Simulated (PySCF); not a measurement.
## Radial density of S (sulfur, neutral)

UHF, [Ne] 3s2 3p4, high-spin 3P determinant. Calculation: PySCF 2.14, in x2c-SVPall (4s3p1d, 18 functions); the spin-free X2C one-electron Hamiltonian (Gaussian nucleus).

| r (bohr) | 4πr²ρ (e/bohr) | 4πr²(ρα − ρβ) |
| --- | --- | --- |
| 0.00159 | 0.08536 | 0.0000 |
| 0.00268 | 0.2377 | 0.0000 |
| 0.00451 | 0.6444 | 0.0000 |
| 0.00759 | 1.644 | 0.0001 |
| 0.0128 | 3.805 | 0.0003 |
| 0.0215 | 8.034 | 0.0008 |
| 0.0361 | 14.07 | 0.0030 |
| 0.0607 | 18.40 | 0.0134 |
| 0.102 | 15.52 | 0.0523 |
| 0.172 | 12.04 | 0.1476 |
| 0.289 | 17.01 | 0.2034 |
| 0.486 | 13.65 | 0.0371 |
| 0.818 | 3.659 | 0.2073 |
| 1.38 | 3.505 | 1.0767 |
| 2.31 | 2.072 | 0.7104 |
| 3.89 | 0.2719 | 0.1118 |
| 6.55 | 0.0001901 | 0.0001 |

Densities and radii are taken from the X2C orbitals without a picture-change correction, which distorts them close to the nucleus.
